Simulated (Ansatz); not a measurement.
`C[SiH2][GeH2][OH]` + HBr → `[OH][GeH2][Br]` + `C[SiH3]`  (cleavage of the Ge–Si bond)

Program: Ansatz. Geometries: PBE0-D4/def2-TZVP. ΔE: electronic, gas phase. CCSD(T)/CBS is the MP2 limit (def2-TZVPP, def2-QZVPP) plus CCSD(T) − MP2 in def2-TZVPP, frozen cores. This one scheme is used for every species. For Br, Ge outer-core shells are correlated without core-valence functions, which leaves a few kJ/mol of doubt a bond. Scalar relativity is left out up to krypton. Each species was taken in one conformer, which may not be the lowest.

```tsv
species	CCSD(T)/CBS(def2) energy (Eh)
`C[SiH2][GeH2][OH]`	-2483.25863
HBr	-2573.91920
`[OH][GeH2][Br]`	-4726.46896
`C[SiH3]`	-330.73916
```

(1) Work out ΔE.

Largest T1 diagnostic among the species: 0.012.

Results:

(1) ΔE = (-4726.46896) + (-330.73916) − (-2483.25863) − (-2573.91920) = -0.03029 Eh = -19.0 kcal/mol.

From BLYP to BHLYP (50 % exact exchange), in def2-TZVPP and without D4, ΔE moves by −2.7 kcal/mol. Leaving LDA and LC-ωPBE aside and taking each functional with its dispersion term where it has one, the values, not all of them listed here, spread over 4.3 kcal/mol, from BHLYP-D4 to PBE-D4. LDA lies +1.3 kcal/mol from PBE without D4.
